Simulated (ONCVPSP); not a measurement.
## Cutoff test, Nd, ONCV

* Element: Nd (Z = 60)
* Generator: ONCVPSP 4.0.1
* Type: optimised norm-conserving Vanderbilt (ONCV)
* Functional: PBEsol
* Relativity: fully relativistic
* Frozen core: [Xe]
* Valence charge: 6
* Reference configuration: 4f4 6s1.5 6p0.5
* Partial waves: 6s: rc 3.20 bohr, ncon 4, nbas 7, qcut 2.4 1/bohr, 1 projector; 6p: rc 4.00 bohr, ncon 5, nbas 9, qcut 2.3 1/bohr, 2 projectors, debl 1.7 Ha; d scattering state at 0.07 Ha: rc 3.70 bohr, ncon 5, nbas 8, qcut 2.6 1/bohr, 1 projector; 4f: rc 1.25 bohr, ncon 4, nbas 8, qcut 13.2 1/bohr, 1 projector
* Local potential: polynomial inside 1.00 bohr (lpopt 5, dvloc0 3 Ha)
* Core correction: Teter function fitted to the true core (icmod 2), fcfact 0.55

Open shells are filled in proportion to 2j + 1.

In the d channel the program set the typed energies aside and used -0.086 Ha (j = l + 1/2; the other j can differ).

Problem. For each optimised wave give the share of its norm inside rc, the residual kinetic energy above qcut (Ha) and the cutoffs (Ha) for errors of 10, 1, 0.1 and 0.01 mHa per electron.

Solution.

```csv
wave,norm inside rc,residual KE,10 mHa,1 mHa,0.1 mHa,0.01 mHa
6s,0.218,1.3e-04,0.8,1.5,4.8,11.7
6p j=3/2,0.158,2.8e-04,0.2,0.8,8.6,15.6
p projector 2 j=3/2,0.208,3.6e-02,6.2,19.0,22.0,24.4
6p j=1/2,0.195,8.1e-05,0.3,0.8,1.9,14.2
p projector 2 j=1/2,0.218,3.5e-02,3.1,9.5,19.8,22.7
d projector 1 j=5/2,0.686,9.9e-03,3.5,11.6,15.5,17.4
d projector 1 j=3/2,0.710,1.1e-02,3.6,12.3,15.6,17.5
4f j=7/2,0.690,7.6e-05,65.9,75.3,84.9,not reached
4f j=5/2,0.701,5.7e-05,66.1,75.4,83.9,not reached
```

The occupied waves need 75 Ha and 85 Ha for 1 and 0.1 mHa. Note: ghosts flagged at negative energy: s at -358.8 eV, s at -64.8 eV, p3/2 at -138.0 eV, p1/2 at -139.5 eV; GHOST(+) flagged for p3/2 at 40.8 eV, p1/2 at 44.4 eV, d5/2 at 77.1 eV, d3/2 at 83.5 eV. A true bound ghost makes a file unfit for plane-wave use. Tests left out (the all-electron energies of this program are off by 10 to 40 meV for near-neutral 4f atoms).
